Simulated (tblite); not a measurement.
Species: C4HF2N2 (doublet state).
Atom-mapped SMILES: `[F:1][c:2]1[c:3][cH:4][c:5]([F:6])[n:7][n:8]1` (hydrogens: H9 on C4)

Computed geometry: GFN2-xTB, gas phase. This method treats the open shell by occupation alone, without spin polarisation.

Q: Give the optimised bond lengths and angles.

A: 
```csv
bond,length (bohr)
F1–C2,2.491
C2–C3,2.615
C3–C4,2.571
C4–C5,2.666
C5–F6,2.498
C5–N7,2.468
N7–N8,2.400
C2–N8,2.493
C4–H9,2.038
```

A selection of angles:
```csv
angle,degrees
F1–C2–C3,123.7
F1–C2–N8,116.1
C3–C2–N8,120.3
C2–C3–C4,118.0
C3–C4–C5,117.1
C4–C5–F6,120.8
C4–C5–N7,121.1
F6–C5–N7,118.1
C5–N7–N8,120.8
C2–N8–N7,122.7
```

C4 (carbon bonded to 2 C and H) is planar (angles 123.5°, 119.4° and 117.1°, sum 360.0°, 0.00 Å off the plane of its three neighbours). The C–C distances run from 1.360 Å (C3–C4, aromatic) to 1.411 Å (C4–C5, aromatic), a spread of 0.051 Å. N8 (nitrogen bonded to C and N) is bent (angle 122.7°). C5 (carbon bonded to C, F and N) is planar (angles 121.1°, 120.8° and 118.1°, sum 360.0°, 0.00 Å off the plane of its three neighbours). The 8 heavy atoms lie in one plane (0.000 Å rms). C2 (carbon bonded to C, F and N) is planar (angles 123.7°, 120.3° and 116.1°, sum 360.0°, 0.00 Å off the plane of its three neighbours). The 6-membered ring C2–C3–C4–C5–N7–N8 has internal angles of 117.1° to 122.7° (sum 720°, against 720° for a flat polygon); it is planar, 0.00 Å rms from its mean plane, widest ring torsion 0°.

Point group: Cs (tolerance 0.08 Å). Its GFN2-xTB frequencies are all real (lowest 120 cm⁻¹).

On an Arm Neoverse V2 with one thread, no GPU (shared host), this took under 0.1 s wall. These figures are those of the optimisation.
